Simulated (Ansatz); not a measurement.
Kohn–Sham single points on B$_{2}$H$_{4}$SSi.

```yaml
crystal:
  periodic: [false, false, false]
  atoms:
    - {symbol: S, position_ang: [-0.749546, 0.626106, -1.343920]}
    - {symbol: Si, position_ang: [-0.727321, 0.444457, 0.860145]}
    - {symbol: B, position_ang: [0.525037, -0.583495, -0.565743]}
    - {symbol: B, position_ang: [-0.077138, -1.308994, 0.739102]}
    - {symbol: H, position_ang: [0.026943, 1.711375, -1.601376]}
    - {symbol: H, position_ang: [-0.657417, 1.818606, 1.436788]}
    - {symbol: H, position_ang: [1.594887, -0.591022, -1.094462]}
    - {symbol: H, position_ang: [0.156656, -2.174133, 1.513666]}
basis:
  gaussian: {orbitals: def2-TZVPP}
hamiltonian: {xc: {name: BHLYP}, dispersion: d4}
output: {orbitals: {seedname: orbitals}}
```

```sh
$ ansatz run in.yaml --threads 2 --pin off --events-out ev --progress --plain --max-ram 4352MiB
```

Output, abridged:

```
Functional definition: BHLYP
1299 factors; their error is unknown
mean field evaluation 1: about -20123.0139 eV, gradient 4.3e1 eV
mean field evaluation 2: about -20117.5009 eV, gradient 5.8e1 eV
mean field evaluation 4: about -20129.0866 eV, gradient 2.7e0 eV
mean field evaluation 8: about -20129.1111 eV, gradient 8.8e-2 eV
mean field evaluation 16: about -20129.1812 eV, gradient 1.4e-4 eV
mean field -20129.18123546 eV, -739.7337663541 hartree, gradient 3.1e-5 eV, S^2 0.000000; 0 other end points of the search recorded, 0 dependent functions left out
reference -20129.18141174 eV, -739.7337728321 hartree; 22, 22 occupied and 180, 180 virtual orbitals, 1299 factors
Total energy: -20129.46162199 eV, -739.7440703692 hartree
```

It took 3.8 s on 2 threads of an Arm Neoverse V1 on a shared host, with 0.43 GiB of host memory at the peak.

The same input with `hamiltonian: {xc: {name: CAM-B3LYP}, dispersion: d4}` (abridged; 4.3 s):

```
Functional definition: CAM-B3LYP
mean field evaluation 16: about -20129.3380 eV, gradient 1.8e-4 eV
mean field -20129.33799100 eV, -739.7395270140 hartree, gradient 1.2e-5 eV, S^2 0.000000
Total energy: -20129.51394731 eV, -739.7459932890 hartree
```

With the line `hamiltonian: {xc: {name: B2PLYP}}` (abridged; 6.5 s):

```
Functional definition: B2PLYP
mean field evaluation 16: about -20117.1625 eV, gradient 5.8e-4 eV
mean field -20117.16251561 eV, -739.2920865460 hartree, gradient 2.5e-6 eV, S^2 0.000000
12 core orbitals not correlated: weight in the atoms' cores, before any rotation towards them, 1.000 or more for the frozen orbitals, at most 0.000 for the correlated occupied ones
second order -17.58674309 eV of doubles, -0.00000000 eV of singles
Total energy: -20121.91110086 eV, -739.4665938354 hartree
```

Changing it to `hamiltonian: {xc: {name: LC-wPBE}}` (abridged; 3.3 s):

```
Functional definition: LC-wPBE
mean field evaluation 16: about -20123.1318 eV, gradient 1.8e-4 eV
mean field -20123.13178681 eV, -739.5114532167 hartree, gradient 6.7e-5 eV, S^2 0.000000
Total energy: -20123.13178682 eV, -739.5114532170 hartree
```

The same input with `hamiltonian: {xc: {name: r2SCANh}, dispersion: d4}` (abridged; 6.5 s):

```
Functional definition: r2SCANh
mean field evaluation 16: about -20127.8015 eV, gradient 4.6e-4 eV
mean field -20127.80149393 eV, -739.6830617881 hartree, gradient 2.7e-5 eV, S^2 0.000000
Total energy: -20127.84998898 eV, -739.6848439483 hartree
```

With the line `hamiltonian: {xc: {name: PBE-QIDH}}` (abridged; 7 s):

```
Functional definition: PBE-QIDH
mean field evaluation 16: about -20110.8188 eV, gradient 5.5e-4 eV
mean field -20110.81875621 eV, -739.0589576883 hartree, gradient 8.0e-6 eV, S^2 0.000000
12 core orbitals not correlated: weight in the atoms' cores, before any rotation towards them, 1.000 or more for the frozen orbitals, at most 0.000 for the correlated occupied ones
second order -16.16986133 eV of doubles, -0.00000000 eV of singles
Total energy: -20116.20872315 eV, -739.2570353198 hartree
```
